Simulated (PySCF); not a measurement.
Isomers of C5H7BCl2, one conformer each; single-point electronic energies without zero-point terms and without any empirical dispersion term.

Computed with PySCF at wB97X-D/def2-SVPD, non-relativistic, each on one gas-phase PBE0-D3(BJ)/def2-SVP geometry that isn't relaxed in the solvent. The solvent is an IEF-PCM continuum (van der Waals radii × 1.2). Only the electrostatic response of the medium enters.

```csv
isomer,"relative energy, gas (kcal/mol)",dipole (D)
`C=C(C)/C=C/B(Cl)Cl`,0.0,3.23
`C1CC(=CB(Cl)Cl)C1`,4.3,3.38
```

**Question.** How do the relative energies look in chloroform (ε = 4.711)?

**Answer.** 
```csv
isomer,"relative energy, solvent (kcal/mol)",E(solvent) − E(gas) (kcal/mol),dipole in solvent (D)
`C=C(C)/C=C/B(Cl)Cl`,0.0,-2.2,3.94
`C1CC(=CB(Cl)Cl)C1`,4.5,-1.9,4.17
```

The order is unchanged. Conformers: `[CH2:1]=[C:2]([CH3:3])/[CH:4]=[CH:5]/[B:6]([Cl:7])[Cl:8]` with C1–C2–C4–C5 180°. `C=C(C)/C=C/B(Cl)Cl` gains most from the continuum, while `C1CC(=CB(Cl)Cl)C1` has the largest gas-phase dipole. The gains span 0.3 kcal/mol, the gas-phase energies 4.3 kcal/mol.
